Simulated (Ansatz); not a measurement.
A nudged elastic band was laid between two geometries of H2 + H2O2Zn (7 atoms, charge 0, multiplicity 1).

Theory: RKS B3LYP-D4/def2-SVP in Ansatz 0.2.0.

- movable images: 6
- climbing image: no
- spring: 5.0 eV/Å²
- optimiser: quadratic models (default)
- start path: through a guess of the saddle point
- force threshold: 0.05 eV/Å
- iteration limit: 60
- end points: relaxed

First end point:

```xyz
7
Properties=species:S:1:pos:R:3
Zn -0.510 -0.011 -0.167
O -0.268 0.321 1.567
H -0.507 -0.414 2.147
O -0.830 -0.197 -1.900
H -0.054 -0.456 -2.416
H 2.615 -0.813 1.818
H 1.932 -0.471 1.779
```

Last end point:

```xyz
7
Properties=species:S:1:pos:R:3
Zn 1.347 -0.290 0.021
O -0.057 0.042 1.702
H -0.696 -0.044 0.948
O -0.332 -0.402 -0.716
H -0.499 -0.334 -1.661
H 2.862 -0.318 0.235
H -0.247 -0.694 2.299
```

(1) Which bonds break or form, and what moves?

(2) Give the energies along the band, and the barrier.

(3) What is the geometry of the highest image?

The band took 12 iterations and about 3 core-minutes.

Answers

(1) Bonds broken: H6–H7. Bonds formed: Zn1–H6, O2–H7. H2 + H2O2Zn becomes H4O2Zn.

(2) It converged. The highest image is number 3 of 0 to 7, 0.38 eV above the first end and 1.04 eV above the last; the last end lies 0.66 eV below the first. No image climbed, so the highest image needn't sit at the top of the path. The orbitals stay closed-shell, which can raise the energy where a bond breaks towards radicals; this wasn't checked here.

| image | path coordinate (Å) | energy (eV) | H6–H7 (Å) | Zn1–H6 (Å) | O2–H7 (Å) |
| --- | --- | --- | --- | --- | --- |
| 0 | 0.00 | 0.00 | 0.77 | 3.79 | 2.35 |
| 1 | 0.84 | 0.01 | 0.77 | 3.27 | 2.33 |
| 2 | 1.69 | 0.33 | 0.80 | 2.31 | 1.81 |
| 3 | 2.53 | 0.38 | 1.41 | 1.74 | 1.05 |
| 4 | 3.37 | -0.25 | 2.17 | 1.56 | 0.97 |
| 5 | 4.21 | -0.40 | 2.85 | 1.54 | 0.97 |
| 6 | 5.06 | -0.53 | 3.36 | 1.54 | 0.97 |
| 7 | 5.90 | -0.66 | 3.75 | 1.53 | 0.97 |

(3) 
```xyz
7
Properties=species:S:1:pos:R:3
Zn 0.339 -0.252 -0.075
O 0.050 0.194 1.929
H -0.460 -0.451 2.448
O -0.542 -0.244 -1.643
H 0.118 -0.531 -2.293
H 1.856 -0.580 0.700
H 1.016 -0.176 1.762
```

Time of the run: 3.3 min on 1 thread of Arm Neoverse V2 (shared host), peak memory 0.15 GiB.
